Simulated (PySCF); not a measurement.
Ligand exchange on a metal centre used in film growth or etching (Zn Cl-CH3). Isolated molecules, 0 K electronic values unless said otherwise. One relaxed conformer stands for each flexible species; it need not be the lowest.

The HOMO from two functionals at the same geometries (TPSS-D3(BJ)/def2-SVP), both in PySCF: PBE-D3(BJ)/def2-TZVP and B3LYP-D3(BJ)/def2-TZVP. B3LYP has the VWN-RPA correlation part, as in Gaussian. 

```json
[
 {"species": "0 of 2 Cl replaced by CH3 ([Zn(Cl)2])", "B3LYP-D3(BJ)/def2-TZVP (eV)": "-8.86"},
 {"species": "1 of 2 Cl replaced by CH3 ([Zn(Cl)(CH3)])", "B3LYP-D3(BJ)/def2-TZVP (eV)": "-8.35"},
 {"species": "2 of 2 Cl replaced by CH3", "B3LYP-D3(BJ)/def2-TZVP (eV)": "-6.94"}
]
```

Q: What does PBE-D3(BJ)/def2-TZVP give for each?

A: 
- 0 of 2 Cl replaced by CH3 ([Zn(Cl)2]): -7.74
- 1 of 2 Cl replaced by CH3 ([Zn(Cl)(CH3)]): -7.26
- 2 of 2 Cl replaced by CH3: -6.03
Over these rows, drawn at random from the members with no instability flagged (it was tested for open shells, ions and some series alone), PBE minus B3LYP-D3(BJ): mean +1.04 eV, from +0.91 eV to +1.11 eV.
